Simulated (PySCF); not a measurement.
Field gradients from PBE0/pcSseg-1 densities (PySCF, non-relativistic) at GFN2-xTB geometries, isolated species, one conformer each; χzz is the principal value of largest magnitude, with Q(14N) = 0.02044 b, Q(17O) = −0.0256 b, Q(35Cl) = −0.0817 b. Where η is near 1, a small change in the tensor can flip the sign of χzz. GFN2-xTB bond lengths can be off by several hundredths of an ångström, more for odd bonds, and the gradients follow them. A larger basis could move these couplings by a tenth or more.

Question: These 14N couplings (χzz in MHz, η) are listed in rising order: (-5.562, 0.08); (-4.895, 0.46); (-4.666, 0.13); (-4.260, 0.38); (-3.208, 0.32); (-3.021, 0.30). Assign them to: N7 (pyrrole-type nitrogen) in `[CH3:1][c:2]1[n:3][n:4][c:5]([CH3:6])[n:7]1[CH3:8]`; the amide nitrogen of `C=C(F)CNC=O`; N8 (pyridine-type nitrogen) in `[CH3:1][CH2:2][c:3]1[cH:4][n:5][n:6]([CH3:7])[n:8]1`; N6 (cyano nitrogen) in `[CH3:1][S:2][Si@:3]([NH2:4])([C:5]#[N:6])[CH2:7][SiH2:8][C:9]#[N:10]`; the silicon-bound nitrogen of `N[SiH](N)O[SiH3]`; N5 (pyrrole-type nitrogen) in `[CH3:1][c:2]1[n:3][n:4][n:5]([CH3:6])[c:7]1[CH3:8]`.

Answer: -5.562 MHz, η 0.08: N6 (cyano nitrogen) in `[CH3:1][S:2][Si@:3]([NH2:4])([C:5]#[N:6])[CH2:7][SiH2:8][C:9]#[N:10]`; -4.895 MHz, η 0.46: N8 (pyridine-type nitrogen) in `[CH3:1][CH2:2][c:3]1[cH:4][n:5][n:6]([CH3:7])[n:8]1`; -4.666 MHz, η 0.13: the amide nitrogen of `C=C(F)CNC=O`; -4.260 MHz, η 0.38: the silicon-bound nitrogen of `N[SiH](N)O[SiH3]`; -3.208 MHz, η 0.32: N7 (pyrrole-type nitrogen) in `[CH3:1][c:2]1[n:3][n:4][c:5]([CH3:6])[n:7]1[CH3:8]`; -3.021 MHz, η 0.30: N5 (pyrrole-type nitrogen) in `[CH3:1][c:2]1[n:3][n:4][n:5]([CH3:6])[c:7]1[CH3:8]`.

Question: Rank these 17O sites by the size of the quadrupole coupling, smallest first.
A. O4 (hydroxyl oxygen) in `[O:1]=[P@:2]([O-:3])([OH:4])[c:5]1[cH:6][cH:7][cH:8][cH:9][n:10]1`
B. The siloxane oxygen of `N[SiH](N)O[SiH3]`
C. The amide oxygen of `C=C(F)CNC=O`

Answer: B (6.346 MHz), A (8.568 MHz), C (9.466 MHz).

Question: Rank these 35Cl sites by the size of the quadrupole coupling, smallest first.
A. The silicon-bound chlorine of `[SiH3]C[Si]1(Cl)C=CC=C1`
B. The aryl chlorine of `Cc1cpc(Cl)cn1`
C. The aryl chlorine of `Cc1cnc(Cl)cp1`

Answer: A (40.70 MHz), C (72.98 MHz), B (76.26 MHz).

All sites together:

```tsv
nucleus	site	Vzz (au)	η	χzz (MHz)
14N	N7 (pyrrole-type nitrogen) in [CH3:1][c:2]1[n:3][n:4][c:5]([CH3:6])[n:7]1[CH3:8]	-0.668	0.32	-3.208
14N	the amide nitrogen of C=C(F)CNC=O	-0.971	0.13	-4.666
14N	N8 (pyridine-type nitrogen) in [CH3:1][CH2:2][c:3]1[cH:4][n:5][n:6]([CH3:7])[n:8]1	-1.019	0.46	-4.895
14N	N6 (cyano nitrogen) in [CH3:1][S:2][Si@:3]([NH2:4])([C:5]#[N:6])[CH2:7][SiH2:8][C:9]#[N:10]	-1.158	0.08	-5.562
14N	the silicon-bound nitrogen of N[SiH](N)O[SiH3]	-0.887	0.38	-4.260
14N	N5 (pyrrole-type nitrogen) in [CH3:1][c:2]1[n:3][n:4][n:5]([CH3:6])[c:7]1[CH3:8]	-0.629	0.30	-3.021
17O	the amide oxygen of C=C(F)CNC=O	-1.574	0.06	9.466
17O	O4 (hydroxyl oxygen) in [O:1]=[P@:2]([O-:3])([OH:4])[c:5]1[cH:6][cH:7][cH:8][cH:9][n:10]1	1.424	0.99	-8.568
17O	the siloxane oxygen of N[SiH](N)O[SiH3]	1.055	0.06	-6.346
35Cl	the silicon-bound chlorine of [SiH3]C[Si]1(Cl)C=CC=C1	2.120	0.03	-40.70
35Cl	the aryl chlorine of Cc1cpc(Cl)cn1	3.973	0.08	-76.26
35Cl	the aryl chlorine of Cc1cnc(Cl)cp1	3.802	0.16	-72.98
```
